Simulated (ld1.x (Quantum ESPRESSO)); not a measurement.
## What one change does to a pseudopotential (magnesium, TM)

```
Element                 : magnesium (Mg)
Generator               : ld1.x (Quantum ESPRESSO) 7.5
Type                    : norm-conserving Troullier–Martins (Kleinman–Bylander form)
Functional              : LDA (PZ)
Relativity              : scalar-relativistic
Frozen core             : [Ne]
Valence charge          : 2
Reference configuration : 3s2 3p0
Partial waves           : 3s (bound): rc 2.55 bohr; 3p (bound, empty): rc 3.80 bohr; 3d channel at 0.2 Ry: rc 3.85 bohr
Local potential         : all-electron potential smoothed inside 3.40 bohr (lloc = -2)
Core correction         : none
```

Change: wave 3s (bound): rc 2.55 bohr becomes 3s (bound): rc 3.76 bohr.

Cutoffs: the cutoffs (Ry, on a coarse ladder) from which the occupation-weighted sum of valence levels, in a spherical-Bessel basis at the reference potential, stays within 10 and 1 mRy of its value at 400 Ry; they do not see the model core or the augmentation charge, which bear on the density cutoff. Errors are all-electron minus pseudo energies relative to the spin-unpolarised reference configuration.

Predict the effect on cutoff, ghosts and configuration errors.

The potential gets softer (6 Ry and 18 Ry → 6 Ry and 6 Ry); of the 7 tests that both files solve, the error grows in 0 and shrinks in 5 by more than 15 % and 0.3 meV (median size 20.3 → 10.7 meV); neither file shows a bound ghost. A larger radius leaves more room for a smooth pseudo-wave, so fewer plane waves are needed. That the errors move this way runs against the usual rule that smaller radii transfer better.

| quantity | base | changed |
| --- | --- | --- |
| cutoff, loose | 6 Ry | 6 Ry |
| cutoff, tight | 18 Ry | 6 Ry |
| bound ghosts | none | none |
| error for 3s1 3p0, meV [ΔE 8.07 eV] | +20 | +8.2 |
| error for 3s1.5 3p0, meV [ΔE 3.19 eV] | +1.9 | +0.5 |
| error for 3s1 3p1, meV [ΔE 3.52 eV] | +11 | -1.3 |
| error for 3s0 3p2, meV [ΔE 7.27 eV] | +62 | +14 |
| error for 3s0 3p1, meV [ΔE 12.47 eV] | +108 | +35 |
| error for 3s1 3p0 (spin-polarised), meV [ΔE 7.75 eV] | +106 | +98 |
| error for 3s1.5 3p0 (spin-polarised), meV [ΔE 3.14 eV] | +12 | +11 |
| s: phases at 4.20 bohr within 0.05 rad from the reference energy up to (Ry; the scan ends near 5) | 0.6 | 0.8 |
| p: phases at 4.20 bohr within 0.05 rad from the reference energy up to (Ry; the scan ends near 5) | 1.2 | 1.2 |
| d: phases at 4.20 bohr within 0.05 rad from the reference energy up to (Ry; the scan ends near 5) | 1.5 | 1.5 |
